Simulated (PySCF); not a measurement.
C4H9Si2 (doublet state).
Structure used (GFN2-xTB), in Å, numbered top down from 1:
```xyz
15
C4H9Si2 angstrom
C      2.9567   -0.5236   -0.4785
C      1.7023   -0.3041   -0.2715
C      0.3995   -0.0596   -0.0964
Si    -0.5077    0.6999   -1.5845
C     -0.2431   -0.3659    1.1079
Si    -2.0290   -0.0664    1.5160
H      3.7187    0.2094   -0.2506
H      3.3211   -1.4562   -0.8877
H     -1.2332    1.8951   -1.1541
H     -1.4327   -0.2916   -2.1368
H      0.5020    1.0483   -2.5875
H      0.3841   -0.8052    1.8768
H     -2.3215   -0.7663    2.7703
H     -2.9100   -0.5720    0.4552
H     -2.3116    1.3660    1.6996
```

The species is `C=[C]/C([SiH3])=C/[SiH3]` [radical].

Method: PySCF 2.14.0, UKS B3LYP, pcH-1 on C H Si, non-relativistic, mean-field spin-orbit, GIAO. Geometry: GFN2-xTB; no solvent, vibrations or thermal averaging. The geometry wasn't refined by DFT: couplings that depend on bond lengths, twists or pyramidal angles can differ widely from those at the functional's own minimum. Stability of the SCF solution: not tested.

Principal values of hyperfine tensors in MHz (contact, dipolar and spin–orbit terms together), for some of the nuclei:

```
atom  isotope      A1      A2      A3
  H8       1H   93.70   94.49  101.44
  H7       1H   93.55   94.34  101.28
 H15       1H   58.59   60.03   64.91
  C3      13C  -67.04  -35.36  -29.82
  C2      13C   -1.71    8.95  124.05
 H12       1H  -64.34  -43.34  -16.70
 Si6     29Si   34.81   36.31   38.45
 H14       1H   33.81   34.70   40.17
```

Give the isotropic coupling of each nucleus in MHz and in mT (g = 2.0024), and the anisotropic part.

a_iso is a third of the trace, T = A − a_iso, and a(mT) = a(MHz)/(g × 13.996). The tensors hold a spin–orbit part: the run splits a_iso into a_FC + a_SO, and T includes its anisotropic share.

```
atom  a_iso (MHz)    a_FC   a_SO  a_iso (mT)      T1      T2     T3
  H8        96.54   96.54   0.00       3.445   -2.85   -2.05   4.89
  H7        96.39   96.39   0.00       3.439   -2.84   -2.05   4.89
 H15        61.17   61.17   0.00       2.183   -2.59   -1.15   3.74
  C3       -44.07  -44.09   0.02      -1.573  -22.96    8.71  14.25
  C2        43.76   43.84  -0.07       1.562  -45.47  -34.81  80.28
 H12       -41.46  -41.47   0.01      -1.479  -22.88   -1.88  24.76
 Si6        36.52   36.58  -0.06       1.303   -1.71   -0.22   1.93
 H14        36.23   36.23   0.00       1.293   -2.41   -1.53   3.94
```

What spin density at the nucleus of Si6 lies behind its contact coupling (g_N = -1.11058)?

a_FC = (2μ0/3) gₑ μB g_N μN ρ(0)/(2S·h) = 800.24 MHz × g_N × ρ(0)/(2S), with ρ in bohr⁻³. With a_FC = 36.58 MHz and 2S = 1, ρ(0) = -0.04116 bohr⁻³. The nuclear moment is negative, so coupling and spin density have opposite signs.

C5 (13C, g_N = 1.40482) isn't in the table. Its spin density at the nucleus is 0.05539 bohr⁻³. What is its contact coupling?

By the same relation, a_FC = 62.3 MHz. The spin–orbit term adds -0.08 MHz. Its full tensor has the principal values 7.23, 9.32, 170.01 MHz.

Which nucleus of the table has the largest anisotropic coupling, and what is its form?

C2: -45.5, -34.8, 80.3 MHz, rhombic: the two smaller values differ by 13 % of the largest.

What first-order splitting does H15 cause when the field lies along A1, A2 or A3 of its tensor (g taken as isotropic, no quadrupole term)?

2 lines (I = 1/2), spaced by |A_i|/(g × 13.996): 2.09, 2.14, 2.32 mT along the axes of A1, A2 and A3.

The SMILES draws the unpaired electron on C2; the largest computed Mulliken spin population is on C5 (0.73 against 0.51).
